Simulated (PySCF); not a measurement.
Molecule: `InChI=1S/C3H12BP/c1-5(2,3)4/h1-4H3`.

Geometry:
```json
{"atom": "B1", "x (Å)": "-0.336", "y (Å)": "1.649", "z (Å)": "-0.778"}
{"atom": "P2", "x (Å)": "0.179", "y (Å)": "0.015", "z (Å)": "0.055"}
{"atom": "C3", "x (Å)": "0.404", "y (Å)": "-1.375", "z (Å)": "-1.101"}
{"atom": "C4", "x (Å)": "-1.026", "y (Å)": "-0.596", "z (Å)": "1.276"}
{"atom": "C5", "x (Å)": "1.751", "y (Å)": "0.110", "z (Å)": "0.971"}
{"atom": "H6", "x (Å)": "-1.406", "y (Å)": "1.400", "z (Å)": "-1.321"}
{"atom": "H7", "x (Å)": "-0.431", "y (Å)": "2.451", "z (Å)": "0.144"}
{"atom": "H8", "x (Å)": "0.566", "y (Å)": "1.911", "z (Å)": "-1.565"}
{"atom": "H9", "x (Å)": "0.710", "y (Å)": "-2.296", "z (Å)": "-0.583"}
{"atom": "H10", "x (Å)": "-0.541", "y (Å)": "-1.547", "z (Å)": "-1.634"}
{"atom": "H11", "x (Å)": "1.168", "y (Å)": "-1.098", "z (Å)": "-1.843"}
{"atom": "H12", "x (Å)": "-1.996", "y (Å)": "-0.733", "z (Å)": "0.776"}
{"atom": "H13", "x (Å)": "-1.152", "y (Å)": "0.165", "z (Å)": "2.059"}
{"atom": "H14", "x (Å)": "-0.709", "y (Å)": "-1.545", "z (Å)": "1.732"}
{"atom": "H15", "x (Å)": "1.660", "y (Å)": "0.882", "z (Å)": "1.749"}
{"atom": "H16", "x (Å)": "2.546", "y (Å)": "0.419", "z (Å)": "0.277"}
{"atom": "H17", "x (Å)": "2.018", "y (Å)": "-0.851", "z (Å)": "1.434"}
```

Geometry PBE0-D3(BJ)/def2-SVP throughout; GIAO in PySCF 2.14, gas phase, one conformer, non-relativistic; equivalent atoms averaged; functional PBE0.

A run gave: B1 154.5, P2 405.8, C3/C4/C5 182.2, H6/H7/H8 30.53, H9/H10/H11/H12/H13/H14/H15/H16/H17 30.19 ppm (absolute shieldings σ).

Q: Which basis set was used in that run?
A. cc-pVDZ
B. IGLO-III
C. cc-pVTZ
D. aug-cc-pVDZ
E. pcSseg-0

A: A. C3/C4/C5 tells them apart best: cc-pVDZ gives 182.2, IGLO-III gives 168.4, pcSseg-0 gives 178.1, cc-pVTZ gives 172.3, aug-cc-pVDZ gives 179.4 ppm.
